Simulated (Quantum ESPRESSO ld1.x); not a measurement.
Question: La4+, 53 electrons, occupied as [Kr] 4d10 5s2 5p5. All-electron calculation, Dirac Kohn-Sham, relativistic LDA (MacDonald-Vosko exchange, VWN5 correlation), spin-unpolarised, spherical densities, point nucleus; open shells are shared between the two j in proportion to 2j + 1. Program: ld1.x of Quantum ESPRESSO 7.5. Some entries of the table are withheld. Estimate them.

| orbital | occ. | eigenvalue (hartree) | <1/r> (bohr^-1) | r(max) (bohr) |
|---|---|---|---|---|
| 1s1/2 | 2 | -1415.66 | 61.78 | 0.016 |
| 2s1/2 | 2 | -226.780 | 14.54 | 0.091 |
| 2p1/2 | 2 | -214.225 | (1) | 0.070 |
| 2p3/2 | 4 | -199.198 | (2) | 0.075 |
| 3s1/2 | 2 | -49.6267 | 5.236 | 0.262 |
| 3p1/2 | 2 | (3) | 5.154 | 0.248 |
| 3p3/2 | 4 | (4) | 4.826 | 0.260 |
| 3d3/2 | 4 | -31.9226 | 4.695 | 0.208 |
| 3d5/2 | 6 | -31.2923 | 4.611 | 0.211 |
| 4s1/2 | 2 | -11.1210 | 2.172 | 0.607 |
| 4p1/2 | 2 | -9.14870 | 2.070 | 0.622 |
| 4p3/2 | 4 | -8.51887 | 1.962 | 0.642 |
| 4d3/2 | 4 | -5.26701 | 1.746 | 0.668 |
| 4d5/2 | 6 | -5.15696 | 1.719 | 0.674 |
| 5s1/2 | 2 | -2.74300 | 0.8812 | 1.40 |
| 5p1/2 | 1.66667 | -2.17496 | 0.7946 | 1.51 |
| 5p3/2 | 3.33333 | -2.06888 | 0.7598 | 1.57 |
| 4f5/2 | 0 | -1.53441 | 1.215 | 0.736 |
| 4f7/2 | 0 | -1.52307 | 1.207 | 0.736 |
| 6s1/2 | 0 | -1.04817 | 0.4174 | 3.01 |

Answer: 
(1) 2p1/2 <1/r> (bohr^-1): 14.53
(2) 2p3/2 <1/r> (bohr^-1): 13.22
(3) 3p1/2 eigenvalue (hartree): -44.2855
(4) 3p3/2 eigenvalue (hartree): -41.3552
